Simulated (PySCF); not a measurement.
**Correlation energy of As (arsenic, neutral)**

[Ar] 3d10 4s2 4p2 5s1, high-spin 4P determinant (an excited configuration). Computed with PySCF 2.14 in dyall-av2z, with the non-relativistic Hamiltonian (point nucleus). Frozen: [Ar] 3d10; 5 electrons correlated; the 34 highest virtual orbitals of each spin left out.

```tsv
level	correlation energy (mhartree)
CCSD	-74.50
(T)	-1.56
CCSD(T)	-76.06
```

Diagnostics: T1 = 0.011, D1 = 0.0309, largest double amplitude 0.090.

Task: Is a single reference adequate?

Result: Mostly. T1 lies below 0.03, but a double amplitude of this size points to a near-degeneracy that CCSD handles and MP2 describes poorly.
